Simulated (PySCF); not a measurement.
**Polarisability and C₆ of Pb⁻ (lead, charge -1)**

[Xe] 4f14 5d10 6s2 6p3, high-spin 4S determinant. All numbers are calculated (PySCF 2.14, a scalar-relativistic core potential, in aug-cc-pVTZ-PP with ECP60MDF (6s5p4d2f, 55 functions)). Coupled (time-dependent) response in atomic units; α is the mean over directions.

```csv
method,mean α (bohr³),C₆ (like pair),S(−4)
UHF,189.5,3513,16840
wB97X,197.9,3654,20180
```

S(−4) is the Cauchy moment in α(ω) = α(0) + S(−4) ω² + …

α(iu) at UHF:

| u (hartree) | α(iu) (bohr³) |
| --- | --- |
| 0 | 189.5 |
| 0.0500 | 157.7 |
| 0.100 | 112.6 |
| 0.200 | 60.69 |
| 0.300 | 37.55 |
| 0.500 | 18.97 |
| 0.750 | 10.73 |
| 1.00 | 7.141 |
| 1.50 | 3.996 |
| 2.00 | 2.603 |
| 3.00 | 1.364 |
| 5.00 | 0.5592 |

For an ion, C₆ is the dispersion term alone; charge-induced terms of lower order in 1/R come first.

Energies and moments cover only the electrons outside the core potential. Spin-orbit coupling, which splits the p, d and f shells strongly at this Z, is absent. Spin-orbit coupling is strong in this species (close to jj coupling), so the high-spin LS determinant is a model state, not a physical level.
